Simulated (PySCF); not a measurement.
A side-by-side comparison of computed properties.

First species: C4H5FN2.
Numbering: `[CH3:1][n:2]1[n:3][cH:4][cH:5][c:6]1[F:7]` (hydrogens: H8, H9, H10 on C1; H11 on C4; H12 on C5)

Second species: C₄H₅FN₂.
SMILES: `Cc1cn[nH]c1F`

Levels: PBE0/def2-SVPD for dipole moment, HOMO energy, LUMO energy, HOMO–LUMO gap, static isotropic polarisability and electronic spatial extent ⟨r²⟩ about the centre of nuclear charge; TDDFT PBE0/def2-SVPD for lowest singlet excitation; TDA PBE0/def2-SVPD for lowest triplet excitation (Tamm–Dancoff); GFN2-xTB for rotational constant A and rotational constant C. Geometries: GFN2-xTB. Each species is one conformer at its optimised geometry, gas phase, non-relativistic unless stated. Electronic properties by PySCF.

**Question.** Which has the higher HOMO–LUMO gap?

**Answer.** The first: 7.62 eV against 7.43 eV, a difference of 0.19 eV.

**Question.** Which of the two has the higher static isotropic polarisability, and by how much?

**Answer.** The first: 59.2 au against 58.6 au, a difference of 0.6 au.

**Question.** Which of the two has the higher ⟨r²⟩, and by how much?

**Answer.** The second: 657 bohr² against 629 bohr², a difference of 28 bohr².

**Question.** Which of the two has the higher rotational constant C, and by how much?

**Answer.** The first: 1.872 GHz against 1.771 GHz, a difference of 0.101 GHz.

**Question.** Which has the higher T1 energy?

**Answer.** The first: 4.76 eV against 4.63 eV, a difference of 0.13 eV.

**Question.** Which has the higher dipole moment?

**Answer.** The first: 1.09 D against 1.01 D, a difference of 0.08 D.

**Question.** Which has the higher S1 energy?

**Answer.** The first: 6.61 eV against 6.35 eV, a difference of 0.26 eV.

**Question.** Which of the two has the higher rotational constant A, and by how much?

**Answer.** The first: 4.054 GHz against 3.665 GHz, a difference of 0.389 GHz.

On the first: The vertical singlet–triplet gap S1 − T1 is 1.85 eV (TDDFT singlet less Tamm–Dancoff triplet; S1: HOMO→LUMO+1, weight 0.92; T1: HOMO→LUMO, weight 0.84). No computed singlet falls in the visible range (750 to 380 nm, 1.65 to 3.26 eV); S1 lies 3.35 eV above its blue end. GFN2-xTB frequencies show an imaginary mode (49i cm⁻¹), so this geometry is no minimum at that level.

On the second: S1 lies 1.08 eV below the HOMO–LUMO gap; its leading configuration is HOMO→LUMO+1, weight 0.96. No computed singlet falls in the visible range (750 to 380 nm, 1.65 to 3.26 eV); S1 lies 3.09 eV above its blue end.
